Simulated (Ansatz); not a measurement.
Consider the ligand exchange at the Si–O bond: `C[Si](O)(O)[SiH3]` + H₂S → `C[Si](O)([SiH3])S` + H₂O.

Computed with Ansatz on PBE0-D4/def2-TZVP structures; ΔE is electronic, products minus reactants. CCSD(T)/CBS adds triple-zeta CCSD(T) − MP2 to the extrapolated MP2 energy (def2 sets, frozen cores). This one scheme is used for every species. Functionals use def2-TZVPP. Each species was taken in one conformer, which may not be the lowest.

```tsv
level	ΔE (kJ/mol)
PBE	30.3
MP2/def2-TZVPP	33.7
```

**Question.** What does CCSD(T)/CBS give? (An estimate is asked.)

**Answer.** The calculation gave: +33.8 kJ/mol. The listed levels differ from it by -3.5, -0.1 kJ/mol.

Largest T1 diagnostic among the species: 0.012.

In def2-TZVPP, CCSD(T) changes the Hartree–Fock value by −15.5 kJ/mol (the triples alone add −3.4 kJ/mol) and MP2 by −21.1 kJ/mol. The D4 term adds −7.6 kJ/mol with B3LYP and −4.2 kJ/mol with PBE0; it sums over pairs of atoms, weighted by their polarisabilities, and B3LYP, whose exchange is more repulsive, gets the larger term.

CCSD(T)/CBS has its own doubt, a few kJ/mol and more with outer-core shells, so smaller differences from it don't rank the levels.

B3LYP here is the variant with VWN-RPA as its local correlation; programs differ in this.
